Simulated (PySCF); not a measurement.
Compound: SnHMe2(nBu), C6H16Sn.
Cartesian coordinates in Å at the PBE0-D3(BJ)/def2-SVP level; atoms count from 1:
```xyz
23
C6H16Sn angstrom
Sn     1.1104    1.4011    0.4194
H      1.3242    1.3040    2.1304
C      3.0272    1.6727   -0.5297
H      3.5002    2.5995   -0.1750
H      2.9010    1.7371   -1.6203
H      3.6930    0.8284   -0.3008
C     -0.1650    3.0806   -0.0307
H     -1.1547    2.9438    0.4284
H     -0.2923    3.1803   -1.1182
H      0.2752    4.0096    0.3592
C      0.1677   -0.4217   -0.2676
C     -1.2139   -0.6507    0.3376
C     -1.9184   -1.9181   -0.1479
C     -1.2324   -3.2143    0.2561
H      0.1037   -0.3686   -1.3682
H      0.8519   -1.2532   -0.0338
H     -1.1395   -0.6848    1.4402
H     -1.8617    0.2147    0.1125
H     -2.9515   -1.9195    0.2409
H     -2.0132   -1.8768   -1.2479
H     -1.7929   -4.0925   -0.0988
H     -0.2153   -3.2875   -0.1595
H     -1.1466   -3.2944    1.3520
```

Computed, not measured: TDDFT CAM-B3LYP/def2-SVPD, vertical, gas phase, core orbitals frozen in the response, def2 core potentials past Kr (PySCF 2.14.0, density-fitted response routines). Spin–orbit coupling is left out.

Excitation energies and transition dipoles (atomic units, axes of the coordinates) of those of the lowest 10 singlets that add 0.02 au or more to the mean polarisability:

```tsv
state	ΔE (hartree)	μx	μy	μz
S1	0.2560	0.354	0.570	-0.034
S2	0.2653	0.577	-0.318	-0.082
S3	0.2714	0.337	-0.112	-0.139
S4	0.2756	0.157	0.158	0.230
S5	0.2832	-0.243	-0.589	0.089
S6	0.2894	0.663	0.649	0.522
S7	0.2908	-0.009	-0.282	-0.019
S8	0.2910	-0.007	-0.535	0.104
S9	0.2946	0.348	-0.422	0.083
S10	0.2992	-0.430	-0.254	0.522
```

**Question.** What does each state add to αxx, αyy and αzz, and how do the sums compare with the full static tensor?

**Answer.** Each state adds 2 μα² / ΔE.

```tsv
state	αxx (au)	αyy (au)	αzz (au)
S1	0.98	2.54	0.01
S2	2.51	0.76	0.05
S3	0.83	0.09	0.14
S4	0.18	0.18	0.38
S5	0.42	2.45	0.06
S6	3.04	2.91	1.88
S7	0.00	0.55	0.00
S8	0.00	1.97	0.07
S9	0.82	1.21	0.05
S10	1.24	0.43	1.82
all 10 states	10.0	13.1	4.5
full response	122.0	127.9	101.6
share (%)	8	10	4
```

The rest comes from the higher roots of the same response equations.

**Question.** Give the full tensor and its principal values.

**Answer.** In au, rows and columns x, y, z:
```
x   122.0  10.3  -1.8
y    10.3 127.9  -0.5
z    -1.8  -0.5 101.6
```
Principal values 101.4, 114.3 and 135.7 au; mean 117.1 au (17.36 Å³).

**Question.** By how much does the contribution of these states grow at 632.8 nm?

**Answer.** With ω = 0.0720 hartree each state's term in the mean polarisability goes from f / ΔE² to f / (ΔE² − ω²), f = (2/3) ΔE |μ|²; the sum over all 10 states goes from 9.19 to 9.84 au, a rise of 0.65 au.

One conformer stands for the species.
